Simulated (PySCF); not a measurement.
Mean polarisability (bohr³) of eight silicon and germanium compounds: PBE beside B3LYP, computed with PySCF for isolated molecules in the bases named; differences from unrounded values. The eight are the first of their class met in an unordered collection, after screening for sound electronic states; none was chosen by its value. Each molecule has one DFT geometry for both levels.

```json
[
 {"molecule": "Si(H)(Me)(OMe)(NH2) (C₂H₉NOSi), SMILES N[SiH](C)OC", "basis": "def2-TZVP", "B3LYP": "61.5"},
 {"molecule": "CH5FO2Si2, SMILES [SiH3][Si@H](F)C(O)=O", "basis": "def2-TZVP", "B3LYP": "73.0"},
 {"molecule": "Ge(F)3(OH) (F3GeHO), SMILES [OH][Ge]([F])([F])[F]", "basis": "def2-TZVP", "B3LYP": "28.8"},
 {"molecule": "C2H4ClFSi2, SMILES C(#C)[SiH2][Si@H](F)Cl", "basis": "def2-TZVP", "B3LYP": "84.7"},
 {"molecule": "Cl3H2NSi, SMILES N[Si](Cl)(Cl)Cl", "basis": "def2-TZVP", "B3LYP": "64.6"},
 {"molecule": "[(E)-but-2-enyl]silane (C4H10Si), SMILES C/C=C/C[SiH3]", "basis": "def2-TZVP", "B3LYP": "79.9"},
 {"molecule": "CH5FO2Si2, SMILES C(O[Si@@H](F)[SiH3])=O", "basis": "def2-TZVP", "B3LYP": "69.9"},
 {"molecule": "Ge(H)3(NMe2) (C2H9GeN), SMILES [N]([GeH3])(C)C", "basis": "def2-TZVP", "B3LYP": "66.0"}
]
```

Problem. Estimate the PBE values and say how PBE differs from B3LYP over the set. (Estimate from the structure and the level; the computed values follow.)

Solution. 
```csv
molecule,PBE,difference
"Si(H)(Me)(OMe)(NH2) (C₂H₉NOSi), SMILES N[SiH](C)OC",63.8,2.4
"CH5FO2Si2, SMILES [SiH3][Si@H](F)C(O)=O",76.6,3.6
"Ge(F)3(OH) (F3GeHO), SMILES [OH][Ge]([F])([F])[F]",30.4,1.6
"C2H4ClFSi2, SMILES C(#C)[SiH2][Si@H](F)Cl",87.8,3.1
"Cl3H2NSi, SMILES N[Si](Cl)(Cl)Cl",66.7,2.0
"[(E)-but-2-enyl]silane (C4H10Si), SMILES C/C=C/C[SiH3]",82.3,2.4
"CH5FO2Si2, SMILES C(O[Si@@H](F)[SiH3])=O",73.2,3.3
"Ge(H)3(NMe2) (C2H9GeN), SMILES [N]([GeH3])(C)C",68.2,2.2
```
PBE lies below B3LYP in 0 and above it in 8 of the eight; the mean signed difference is 2.6 and the largest 3.6 bohr³.
